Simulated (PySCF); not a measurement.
Nb(O)(OH)2(Me) (CH₅NbO₃), SMILES [CH3][Nb](=[O])([OH])[OH], multiplicity 1. Geometry: PBE-D3(BJ)/def2-SVP. The spin state was assumed, not searched. The structure was generated by enumeration; whether it is a known compound was not checked. The def2 effective core potentials stand for the cores of Nb; spin–orbit coupling is left out. Other conformers were not sampled.

Computed equilibrium geometry at PBE-D3(BJ)/def2-SVP (PySCF confirms it by a frequency run) as Cartesian coordinates in Å, and its point group (one conformer of several):
point group Cs.
```xyz
10

Nb    -0.0713    -0.0315     0.0000
O     -0.2303    -1.7427     0.0000
O     -0.7861     0.7247     1.6025
H     -1.2093     0.2884     2.3628
O     -0.7861     0.7247    -1.6025
H     -1.2093     0.2884    -2.3628
C      2.0669     0.3209     0.0000
H      2.5367    -0.1368    -0.8968
H      2.2861     1.4105     0.0000
H      2.5367    -0.1368     0.8968
```
Charge 0, spin multiplicity 1.
